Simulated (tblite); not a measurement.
A geometry optimisation, step by step.

C3H14N2SeSi2.
SMILES with atom numbers: `[CH3:1][N:2]([CH3:3])[Si@@H:4]([CH2:5][SeH:6])[NH:7][SiH3:8]` (hydrogens: H9, H10, H11 on C1; H12, H13, H14 on C3; H15 on Si4; H16, H17 on C5; H18 on Se6; H19 on N7; H20, H21, H22 on Si8)

Computed with GFN2-xTB (tblite), gas phase: L-BFGS steps from a force-field or distance-geometry start until the largest atomic force falls under 0.01 eV/Å. 4 of its 197 geometries are shown.

Step 0: E = -709.0801 eV, largest atomic force 1.665 eV/Å
```
atom  x, y, z in Å  |  force x, y, z in eV/Å
C1      2.208    0.734   -0.611    0.183   0.491  -0.448
N2      1.495   -0.461   -0.204   -1.350   0.232   0.791
C3      2.139   -1.149    0.895    0.643  -0.848  -0.482
Si4    -0.203   -0.035    0.037    0.327  -1.167   0.810
C5     -0.666    0.956   -1.471    1.005  -0.066  -1.326
Se6    -1.333    2.715   -1.024   -0.573   0.830   0.056
N7     -1.297   -1.388    0.230    0.071   0.526  -0.141
Si8    -2.893   -1.034    0.850   -0.442  -0.300   0.368
H9      1.519    1.615   -0.532    1.162  -0.377  -0.162
H10     3.106    0.905    0.015   -0.535   0.010  -0.422
H11     2.510    0.573   -1.672    0.025   0.428   0.632
H12     1.847   -2.230    0.894   -0.086   1.002   0.249
H13     3.222   -1.137    0.677   -0.283  -0.091   0.270
H14     1.965   -0.659    1.861   -0.007  -0.361  -0.090
H15    -0.422    0.879    1.194    0.103  -0.344  -0.013
H16    -1.395    0.391   -2.078   -0.005   0.746   0.314
H17     0.236    1.126   -2.121   -0.924  -0.173   0.338
H18    -0.667    3.271    0.236   -0.049  -0.811  -0.616
H19    -1.194   -2.186   -0.391   -0.004   0.358   0.317
H20    -3.243    0.399    0.867    0.234  -0.208  -0.094
H21    -2.969   -1.551    2.236    0.180   0.114  -0.212
H22    -3.974   -1.717    0.113    0.327   0.007  -0.139
```

Step 65: E = -710.0192 eV, largest atomic force 0.067 eV/Å
```
atom  x, y, z in Å  |  force x, y, z in eV/Å
C1      2.380    0.720   -0.518    0.014   0.024  -0.010
N2      1.370   -0.189   -0.036   -0.006  -0.035  -0.014
C3      1.950   -1.257    0.738    0.027  -0.041   0.046
Si4    -0.266    0.299    0.168    0.010  -0.031   0.001
C5     -0.776    1.182   -1.449   -0.003   0.010  -0.046
Se6    -1.490    2.982   -1.155   -0.036   0.021  -0.011
N7     -1.232   -1.119    0.364    0.000  -0.017  -0.005
Si8    -2.887   -1.296    0.852    0.001  -0.004   0.033
H9      1.918    1.561   -1.026    0.013  -0.007  -0.017
H10     2.990    1.111    0.306   -0.016  -0.006  -0.003
H11     3.047    0.204   -1.217   -0.019   0.014   0.019
H12     1.169   -1.899    1.133   -0.024   0.000  -0.018
H13     2.624   -1.854    0.115   -0.042   0.027  -0.010
H14     2.531   -0.868    1.582    0.005   0.024   0.016
H15    -0.518    1.175    1.327   -0.009   0.002   0.003
H16    -1.600    0.654   -1.928   -0.015  -0.027   0.031
H17     0.026    1.266   -2.181   -0.008   0.008   0.017
H18    -0.517    3.404   -0.172    0.041   0.008   0.016
H19    -0.769   -1.987    0.152    0.012   0.005  -0.021
H20    -3.521    0.015    0.779    0.043  -0.005  -0.008
H21    -2.914   -1.829    2.221   -0.017   0.021  -0.007
H22    -3.525   -2.254   -0.057    0.029   0.007  -0.013
```

Step 131: E = -710.0497 eV, largest atomic force 0.077 eV/Å
```
atom  x, y, z in Å  |  force x, y, z in eV/Å
C1      2.282    0.722   -0.615    0.009   0.002  -0.005
N2      1.322   -0.208   -0.074   -0.024  -0.028  -0.010
C3      1.935   -1.173    0.804    0.013  -0.025   0.025
Si4    -0.310    0.241    0.232   -0.037   0.021   0.014
C5     -0.929    1.309   -1.217   -0.017   0.012  -0.011
Se6    -1.023    3.220   -0.777    0.046  -0.027  -0.050
N7     -1.234   -1.222    0.245    0.054  -0.039   0.018
Si8    -2.883   -1.458    0.715   -0.012  -0.004  -0.074
H9      1.805    1.348   -1.365   -0.003   0.034   0.039
H10     2.718    1.367    0.158   -0.022  -0.017   0.000
H11     3.096    0.172   -1.093    0.000  -0.016  -0.010
H12     1.187   -1.881    1.147   -0.014   0.000   0.014
H13     2.716   -1.722    0.271    0.019   0.043   0.017
H14     2.376   -0.696    1.687    0.074  -0.004  -0.022
H15    -0.526    0.962    1.502   -0.012   0.005  -0.032
H16    -1.959    1.041   -1.445    0.002   0.015   0.026
H17    -0.352    1.211   -2.136   -0.026   0.015   0.015
H18     0.405    3.435   -0.638   -0.016  -0.036   0.020
H19    -0.697   -2.068    0.141   -0.028   0.038  -0.027
H20    -3.618   -0.276    0.269    0.001  -0.019   0.027
H21    -3.006   -1.629    2.166   -0.004   0.016   0.003
H22    -3.316   -2.674    0.021   -0.003   0.016   0.021
```

Step 196: E = -710.0788 eV, largest atomic force 0.006 eV/Å
```
atom  x, y, z in Å  |  force x, y, z in eV/Å
C1      2.240    0.723   -0.658   -0.002  -0.003   0.003
N2      1.291   -0.164   -0.034    0.002  -0.005   0.000
C3      1.935   -1.098    0.857   -0.002   0.002   0.000
Si4    -0.354    0.257    0.241    0.004  -0.001  -0.005
C5     -0.956    1.346   -1.200    0.001   0.003   0.002
Se6    -0.696    3.265   -0.894   -0.001  -0.002   0.003
N7     -1.233   -1.231    0.221   -0.003   0.002  -0.001
Si8    -2.877   -1.520    0.677   -0.002  -0.003   0.004
H9      1.737    1.367   -1.374    0.000   0.000   0.001
H10     2.756    1.352    0.079    0.000  -0.001   0.002
H11     2.996    0.138   -1.189   -0.002   0.002  -0.001
H12     1.188   -1.737    1.318   -0.002   0.000  -0.003
H13     2.642   -1.718    0.299   -0.001   0.001   0.003
H14     2.486   -0.582    1.651    0.002   0.000  -0.003
H15    -0.635    0.952    1.509    0.000   0.005  -0.001
H16    -2.034    1.237   -1.300   -0.003  -0.002  -0.001
H17    -0.507    1.097   -2.161    0.001   0.000  -0.002
H18     0.644    3.186   -0.355    0.001   0.001   0.001
H19    -0.704   -2.040   -0.059    0.002   0.002   0.000
H20    -3.708   -0.455    0.118    0.002   0.002  -0.005
H21    -3.007   -1.530    2.138    0.002   0.000   0.000
H22    -3.215   -2.827    0.114   -0.001  -0.003   0.004
```

Q: Summarise the path.

A: The energy falls by 23.03 kcal/mol from step 0 to step 196; nine tenths of that is first reached at step 42. It falls at every step. The largest force goes from 1.665 to 0.006 eV/Å. Among the bonds Se6–H18 changes most, from 1.529 to 1.447 Å; the atoms move by 0.789 Å rms after alignment.

What follows is the cost of the whole relaxation. The run took 2.3 s wall on an Arm Neoverse V1 with one thread, no GPU, shared host with 32 logical CPUs at a one-minute load of 26.
